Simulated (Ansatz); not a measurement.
Relaxation of BBrCl₂H₂ (6 atoms, charge 0, multiplicity 1), to a largest force component of 0.03 eV/Å in at most 50 steps.

All numbers below come from Ansatz 0.2.0, RKS PBE0/def2-SVP.

```xyz
6
Properties=species:S:1:pos:R:3
B -0.284 -0.198 -0.823
H 0.198 0.873 -0.815
Cl 0.693 -1.581 -1.187
Cl -1.986 -0.379 -0.551
H 0.692 0.991 1.039
Br 0.687 0.295 2.338
```

Q: Where does it end, and by what steps?

A: The forces met the threshold. The force dipped under the threshold on the way, but the program's further checks kept it going. After 18 steps the energy has fallen by 0.107 eV; H5 moved furthest, 1.07 Å.

```
step  energy less start (eV)  largest force component (eV/Å)  accepted
   0                  0.0000                           1.051       yes
   1                 -0.0597                           0.437       yes
   2                 -0.0648                           0.457       yes
   3                 -0.0827                           0.220       yes
   4                 -0.0851                           0.188       yes
   5                 -0.0889                           0.120       yes
   6                 -0.0894                           0.401       yes
   7                 -0.0975                           0.124       yes
   8                 -0.1000                           0.066       yes
   9                 -0.0875                           0.471        no
  10                 -0.1022                           0.129       yes
  11                 -0.1026                           0.259       yes
  12                 -0.1068                           0.013       yes
  13                 -0.1009                           0.406        no
  14                 -0.1068                           0.106       yes
  15                 -0.1059                           0.139        no
  16                 -0.1072                           0.039       yes
  17                 -0.1073                           0.033       yes
  18                 -0.1074                           0.004       yes
```

```xyz
6
Properties=species:S:1:pos:R:3
B -0.392 -0.323 -1.041
H 0.086 0.776 -1.102
Cl 0.605 -1.716 -1.349
Cl -2.091 -0.507 -0.709
H 1.123 1.516 1.863
Br 0.669 0.254 2.338
```

Run time: 44 s on 2 threads of Arm Neoverse V1, on a shared host, peak memory 0.2 GiB.
